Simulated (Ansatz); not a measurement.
Two members of one family (Cage-LiF), computed with Ansatz in the gas phase. The two geometries come from different levels. A negative affinity means that the extra electron isn't bound at that geometry and level; within about 0.2 eV of zero the sign isn't settled. Binding counts from free atoms in the multiplicity of their measured ground term, without zero-point energy. Sets without diffuse functions give affinities that are too small. A dash marks a value that wasn't run or was left out as unsound. The structures are stationary points that may keep the symmetry of their start. Remarks come from the PBE and PBE0 runs and from stability tests at other levels; not every state was tested. A HOMO above zero means that the electron is unbound at that level and held by the basis, or that self-interaction error raises the level; the energy of removing that electron tells which.

First: (LiF)12 cage of four- and six-membered rings, n = 12, cage 2 (singlet, charge 0, r2SCAN-D4/def2-SVP geometry).

```xyz
24

Li   -2.635    2.232   -0.149
F    -0.952    2.814   -0.345
Li   -1.125    2.172   -2.033
F    -2.762    1.502   -1.809
Li   -2.789   -0.053   -0.911
F    -3.061    0.728    0.705
Li   -1.871    0.273    1.886
F    -0.404    1.292    2.160
Li    0.295    2.055    0.698
F     1.778    1.212    0.016
Li    1.610    0.678   -1.695
F     0.100    1.068   -2.567
Li   -0.255   -0.691   -2.320
F    -1.427   -1.215   -1.058
F     1.475   -1.084   -2.096
Li   -0.662   -2.052    0.388
F    -0.991   -1.279    1.971
Li    0.343   -0.257    2.635
F     2.006   -0.718    2.421
Li    2.770    0.053    0.967
Li    2.123   -2.182   -0.922
F     0.960   -2.814    0.320
Li    2.182   -2.228    1.493
F     3.290   -1.508    0.245
```

```csv
level,HOMO (eV),LUMO (eV),gap (eV),vertical EA (eV),binding per atom (eV)
PBE-D4/def2-SVP,-7.33,-0.80,6.53,-0.20,4.30
PBE-D4/def2-TZVP,-7.56,-0.83,6.73,–,4.09
r2SCAN-D4/def2-TZVP,-8.00,-0.24,7.76,–,4.05
PBE0-D4/def2-SVP,-9.37,-0.24,9.14,-0.40,4.16
PBE0-D4/def2-TZVP,-9.56,-0.20,9.36,–,3.97
```

Remarks: HOMO above zero (-1 doublet).

Second: (LiF)12 cage of four- and six-membered rings, n = 12, cage 3 (singlet, charge 0, PBE0-D4/def2-SVP geometry).

| atom | x (Å) | y (Å) | z (Å) |
| --- | --- | --- | --- |
| Li1 | -1.9756 | 0.8315 | 1.7595 |
| F2 | -2.6873 | -0.5370 | 0.8241 |
| Li3 | -1.5101 | -1.5706 | 1.7177 |
| F4 | -0.8635 | -0.2163 | 2.7194 |
| Li5 | 0.8560 | 0.1204 | 2.6355 |
| F6 | 1.4941 | 1.6066 | 1.8371 |
| Li7 | 0.3694 | 2.5897 | 0.9175 |
| F8 | -1.4093 | 2.2920 | 0.9697 |
| Li9 | -1.3156 | 2.2951 | -0.8318 |
| F10 | 0.4450 | 2.6874 | -0.8822 |
| F11 | -1.9976 | 0.9943 | -1.7908 |
| Li12 | -2.5686 | -0.4820 | -0.9256 |
| F13 | -1.4922 | -1.6062 | -1.8380 |
| Li14 | -0.8567 | -0.1183 | -2.6354 |
| Li15 | -0.3684 | -2.5913 | -0.9189 |
| F16 | -0.4454 | -2.6866 | 0.8812 |
| Li17 | 1.3147 | -2.2949 | 0.8323 |
| F18 | 1.9970 | -0.9950 | 1.7924 |
| Li19 | 2.5697 | 0.4809 | 0.9264 |
| F20 | 1.4106 | -2.2921 | -0.9691 |
| Li21 | 1.5100 | 1.5705 | -1.7175 |
| F22 | 0.8631 | 0.2171 | -2.7204 |
| Li23 | 1.9743 | -0.8314 | -1.7598 |
| F24 | 2.6862 | 0.5362 | -0.8233 |

**Question.** What does the change do? Estimate second minus first.

**Answer.** 
```tsv
level	Δ HOMO (eV)	Δ LUMO (eV)	Δ gap (eV)	Δ vertical EA (eV)	Δ binding per atom (eV)
PBE-D4/def2-SVP	-0.29	0.04	0.33	-0.03	0.03
PBE-D4/def2-TZVP	-0.28	0.03	0.30	–	0.02
r2SCAN-D4/def2-TZVP	-0.28	-0.03	0.26	–	0.02
PBE0-D4/def2-SVP	-0.29	0.03	0.32	-0.02	0.03
PBE0-D4/def2-TZVP	-0.28	0.03	0.31	–	0.02
```

Remarks: HOMO above zero (-1 doublet).
